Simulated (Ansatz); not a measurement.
Species: C$_{8}$H$_{9}$FSi, SMILES `C=Cc1ccc([SiH3])c(F)c1` (C–C–C–C torsion 179°) (charge 0, multiplicity 1).

### Question
Give a relaxed geometry from PBE0-D3(BJ)/def2-SVP in Ansatz (a program for electronic structure).

### Answer
One answer among several that fit: the end point of this relaxation, one of several conformers (outside a Z-matrix the atoms follow the SMILES, hydrogens last).
Z-matrix (Å, degrees):
```
C
C 1 1.3827
F 2 1.3381 1 118.40
H 1 1.0909 2 118.61 3 0.08
C 2 1.3970 3 118.03 1 -179.98
C 5 1.4008 2 116.33 3 180.00
C 6 1.3921 5 121.41 2 -0.02
H 7 1.0927 6 119.76 5 -179.98
H 6 1.0934 7 119.22 8 0.02
C 7 1.4031 8 119.20 6 -179.97
C 10 1.4676 7 119.23 8 0.01
C 11 1.3380 10 127.00 7 179.34
H 12 1.0921 11 120.81 10 -179.91
H 12 1.0936 13 116.66 11 -179.90
H 11 1.0957 12 118.37 13 -0.06
Si 5 1.8786 2 120.67 3 0.02
H 16 1.4932 5 111.22 2 -59.99
H 16 1.4934 17 108.54 5 -122.61
H 16 1.4940 17 109.25 18 -119.02
```
